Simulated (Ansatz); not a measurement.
One change: `CC[O][InH][CH3]` becomes `CCO[SiH3]`.

Ansatz, PBE0-D4/def2-TZVP geometries, multiplicity 1. Each molecule was computed in one conformer, which needn't be the lowest.

Elements past krypton have def2 core potentials.

```csv
property,`CC[O][InH][CH3]`
HOMO–LUMO gap (PBE0/def2-TZVPP) / eV,5.99
HOMO–LUMO gap (PBE/def2-TZVPP) / eV,3.89
size of the dipole moment (B3LYP/def2-TZVPP) / D,2.20
HOMO energy (PBE0/def2-TZVPP) / eV,-7.14
HOMO–LUMO gap (ωB97M-V/def2-TZVPP) / eV,9.67
HOMO–LUMO gap (B3LYP/def2-TZVPP) / eV,5.50
```

What does the change do to each property? (An estimate is asked.)

Computed: 
```json
{"property": "HOMO–LUMO gap (PBE0/def2-TZVPP) / eV", "`CCO[SiH3]`": "8.46", "shift": "2.47"}
{"property": "HOMO–LUMO gap (PBE/def2-TZVPP) / eV", "`CCO[SiH3]`": "6.08", "shift": "2.19"}
{"property": "size of the dipole moment (B3LYP/def2-TZVPP) / D", "`CCO[SiH3]`": "1.12", "shift": "-1.08"}
{"property": "HOMO energy (PBE0/def2-TZVPP) / eV", "`CCO[SiH3]`": "-8.10", "shift": "-0.96"}
{"property": "HOMO–LUMO gap (ωB97M-V/def2-TZVPP) / eV", "`CCO[SiH3]`": "12.47", "shift": "2.80"}
{"property": "HOMO–LUMO gap (B3LYP/def2-TZVPP) / eV", "`CCO[SiH3]`": "8.02", "shift": "2.52"}
```

With PBE0 the HOMO falls by 0.96 eV and the LUMO rises by 1.51 eV, so the gap widens by about 2.47 eV. PBE moves the HOMO by -0.84 eV and ωB97M-V by -1.02 eV. The zero-point energy changes by -40.7 kJ/mol with -6 modes. Dipoles are sizes alone; their direction can turn.

B3LYP here is the variant with VWN-RPA as its local correlation; programs differ in this.
